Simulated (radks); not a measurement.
Results of a calculation; reference values are marked as such.
Radial electron density D(r) = 4 pi r^2 rho(r) of an atom or ion with 68 electrons. Code: a radial shooting solver on a logarithmic mesh with Libxc functionals. Model: Dirac Kohn-Sham, LDA (Slater exchange, Perdew-Zunger correlation), spin-unpolarised, spherical densities, point nucleus.

```
   r/bohr * D(r) (the largest magnitude, 124, reaches the edge; | marks zero)
 0.002896 |           *
 0.003924 |                 *
 0.005318 |                        *
 0.007266 |                                *
 0.009847 |                                       *
  0.01335 |                                          *
  0.01823 |                                        *
  0.02471 |                                     *
  0.03349 |                                       *
  0.04575 |                                                *
    0.062 |                                                      *
  0.08403 |                                               *
   0.1148 |                                         *
   0.1556 |                                               *
   0.2109 |                                           *
   0.2881 |                         *
   0.3904 |                        *
   0.5334 |                         *
   0.7228 |              *
   0.9796 |       *
    1.338 |    *
    1.814 | *
    2.458 |*
    3.358 *
    4.551 *
    6.168 *
    8.427 *
```

What is the nuclear charge?

Answer. Z = 69. The innermost maximum, from 1s, lies near gamma/Z bohr with gamma = sqrt(1 - (Z/c)^2) = 0.864, here 0.0125 bohr (found: 0.0139), and its height grows with Z. The density is that of the thulium ion Tm+ in [Xe] 4f13 6s1; the configuration itself is not fixed sharply by these data, and Z only to a few units. D(r) has 4 maxima, at r = 0.0139, 0.0615, 0.171, 0.466 bohr, and minima at 0.0268, 0.112, 0.330 bohr, inside which lie 2.02, 11.16, 29.67 electrons.
